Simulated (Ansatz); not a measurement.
Consider the cleavage of the Ge–Si bond: `[AlH2][CH2][SiH2][GeH3]` + `OCO` → `OC[O][GeH3]` + `[AlH2][CH2][SiH3]`.

Computed with Ansatz on PBE0-D4/def2-TZVP structures; ΔE is electronic, products minus reactants. CBS: MP2 limit from def2 TZ/QZ plus the TZ coupled-cluster correction, frozen cores. This one scheme is used for every species. Functionals use def2-TZVPP. For Ge outer-core shells are correlated without core-valence functions, which leaves a few kJ/mol of doubt a bond. Scalar relativity is left out up to krypton. One conformer a species, not always the lowest.

**Question.** Is it downhill or uphill in electronic energy at CCSD(T)/CBS, and by how much? (Best estimate.)

**Answer.** Computed: Uphill: ΔE = +3.8 kcal/mol.

**Question.** What do these levels give: PBE-D4, ωB97X-V, B2PLYP, PBE, r2SCAN, PBE0, HF/def2-TZVPP, SCS-MP2/def2-TZVPP, CCSD/def2-TZVPP, SCS-MP2/def2-QZVPP, HF/CBS(def2), CCSD/CBS(def2)? (Best estimate.)

**Answer.** The calculation gave: PBE-D4 8.1, ωB97X-V 2.3, B2PLYP 0.5, PBE 6.9, r2SCAN 4.6, PBE0 6.2, HF/def2-TZVPP -6.4, SCS-MP2/def2-TZVPP -0.7, CCSD/def2-TZVPP 1.4, SCS-MP2/def2-QZVPP -0.2, HF/CBS(def2) -6.9, CCSD/CBS(def2) 2.8 kcal/mol.

Largest T1 diagnostic among the species: 0.012.

In def2-TZVPP, CCSD(T) changes the Hartree–Fock value by +8.8 kcal/mol (the triples alone add +1.0 kcal/mol) and MP2 by +8.0 kcal/mol. The D4 term adds +2.0 kcal/mol with B3LYP and +1.1 kcal/mol with PBE0; it sums over pairs of atoms, weighted by their polarisabilities, and B3LYP, whose exchange is more repulsive, gets the larger term.

B3LYP here is the variant with VWN-RPA as its local correlation; programs differ in this.
